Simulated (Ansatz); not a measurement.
Compare A (`C[C@@H]1CCCC[C@@H]1C`) with its isomer B (`CC1(C)CCCCC1`).

Program: Ansatz. Geometries: PBE0-D4/def2-TZVP. ΔE: electronic, gas phase. CCSD(T)/CBS is the MP2 limit (def2-TZVPP, def2-QZVPP) plus CCSD(T) − MP2 in def2-TZVPP, frozen cores. Functionals use def2-TZVPP. B3LYP here is the variant with VWN-RPA as its local correlation; programs differ in this.

A:

Z-matrix (Å, degrees):
```
C
C 1 1.524
H 1 1.092 2 112.5
H 1 1.093 2 110.2 3 -119.7
H 1 1.092 2 111.6 3 120.9
C 2 1.530 1 111.7 3 66.1
C 2 1.537 1 113.7 3 -58.6
H 2 1.098 1 107.0 3 -176.5
C 6 1.523 2 112.7 1 -71.4
H 6 1.095 2 109.8 1 52.1
H 6 1.097 2 108.7 1 168.2
C 7 1.526 2 111.6 1 71.1
C 7 1.519 2 113.1 1 -55.5
H 7 1.100 2 105.9 1 -173.0
C 9 1.522 6 111.0 2 -55.9
H 9 1.094 6 109.9 2 -178.1
H 9 1.096 6 109.9 2 65.3
H 12 1.097 7 109.5 2 -66.6
H 12 1.095 7 109.3 2 177.7
H 13 1.094 7 111.4 2 -51.4
H 13 1.093 7 110.8 2 -171.5
H 13 1.093 7 111.5 2 69.1
H 15 1.098 9 109.0 6 -66.0
H 15 1.094 9 110.5 6 177.3
```

B:

Z-matrix (Å, degrees):
```
C
C 1 1.527
H 1 1.094 2 110.5
H 1 1.094 2 110.5 3 119.2
H 1 1.091 2 112.7 3 -120.4
C 2 1.534 1 110.7 3 -179.2
C 2 1.534 1 110.7 3 60.0
C 2 1.524 1 108.5 3 -59.6
C 6 1.522 2 113.7 1 -69.0
H 6 1.096 2 109.3 1 54.9
H 6 1.098 2 108.2 1 170.3
C 7 1.522 2 113.7 1 69.0
H 7 1.096 2 109.3 1 -54.9
H 7 1.098 2 108.2 1 -170.3
H 8 1.094 2 111.0 1 180.0
H 8 1.094 2 111.0 1 -60.0
H 8 1.094 2 111.0 1 60.0
C 9 1.522 6 111.2 2 -55.1
H 9 1.094 6 109.7 2 -177.4
H 9 1.096 6 110.0 2 66.3
H 12 1.096 7 110.0 2 -66.3
H 12 1.094 7 109.7 2 177.4
H 18 1.094 9 110.5 6 177.9
H 18 1.098 9 109.0 6 -65.3
```

Q: Which is lower in electronic energy at CCSD(T)/CBS, and by how much? (An estimate is asked.)

A: Ansatz gave: B, by 1.7 kcal/mol.

Q: Give E(B) − E(A) in kcal/mol with MP2/def2-TZVPP, B3LYP, CCSD(T)/def2-TZVPP, r2SCAN-D4, B3LYP-D4, BLYP-D4, PBE0-D4. (Best estimate.)

A: The calculation gave: MP2/def2-TZVPP -2.2, B3LYP -0.9, CCSD(T)/def2-TZVPP -1.8, r2SCAN-D4 -1.6, B3LYP-D4 -1.2, BLYP-D4 -1.3, PBE0-D4 -1.3. None reverses the order clearly.

Largest T1 diagnostic: 0.009.

In def2-TZVPP, CCSD(T) changes the Hartree–Fock value by −0.9 kcal/mol (the triples alone add −0.2 kcal/mol) and MP2 by −1.3 kcal/mol. Leaving LDA and LC-ωPBE aside and taking each functional with its dispersion term where it has one, the values, not all of them listed here, spread over 0.5 kcal/mol, from B97M-V to B3LYP-D4.
